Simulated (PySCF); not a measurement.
**Gas-phase thermal properties of TiCl4.H2O**

Energies from PySCF (xtb for GFN2), thermal terms from the rigid-rotor harmonic-oscillator model, ideal gas at 1 bar. 6-31G* has spherical d functions here. All species are closed-shell singlets. B3LYP is the form with VWN-RPA correlation. Adducts (TiCl4.H2O) have no counterpoise correction, and HF, PBE, BLYP, B3LYP and PBE0 lack dispersion. TiCl4.H2O: computed as isolated molecules; such fragments, hydroxides, amides, oligomers or adducts are transient or little studied in the gas. The harmonic model lacks anharmonicity and excited electronic states, which grow with temperature; levels with a mode under 35 cm⁻¹ are left out. Soft modes under 120 cm⁻¹ make the harmonic entropy rough for TiCl4.H2O.

```csv
level,point group,σ,ZPE (kJ/mol),S°298 (J/mol/K),Cp298 (J/mol/K),S°1000 (J/mol/K),H1000 − H298 (kJ/mol)
B3LYP/6-31G*,Cs,1,79.9,429.1,137.5,613.1,108.4
GFN2-xTB,Cs,1,70.6,440.9,144.0,629.3,110.7
HF/6-31G*,Cs,1,85.0,426.0,137.2,609.3,107.9
PBE/def2-SVP,Cs,1,78.1,425.6,137.9,610.2,108.8
PBE0/def2-TZVP,Cs,1,80.6,426.2,137.9,610.6,108.6
```
σ: rotational symmetry number. Electronic degeneracy used: 1. Frequencies are unscaled.
